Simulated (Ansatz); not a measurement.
Frontier orbitals of CH3AlClGa (`[Cl][Al]1[CH2][GaH]1`).

The species carries charge 0 and has multiplicity 1. Correlated methods include outer-core shells of Ga, which these sets cover unevenly. Scalar relativity is left out up to krypton. The geometry is a stationary point of PBE0-D4/def2-TZVP. Basis def2-TZVPP, Ansatz 0.2.0.

```csv
functional,HOMO (eV),LUMO (eV),gap (eV)
PBE,-5.13,-3.01,2.12
BLYP,-5.00,-2.88,2.12
PBE0,-6.03,-2.26,3.77
LC-ωPBE,-8.34,-0.22,8.12
ωB97M-V,-7.92,-0.49,7.43
```

Against PBE, PBE0 changes HOMO and LUMO by −0.90 and +0.75 eV, ωB97M-V by −2.79 and +2.52 eV. A gap of 2.12 eV thus becomes 7.43 eV for the same molecule, so an orbital gap means little without its functional.

LC-ωPBE has ω = 0.4 bohr⁻¹.
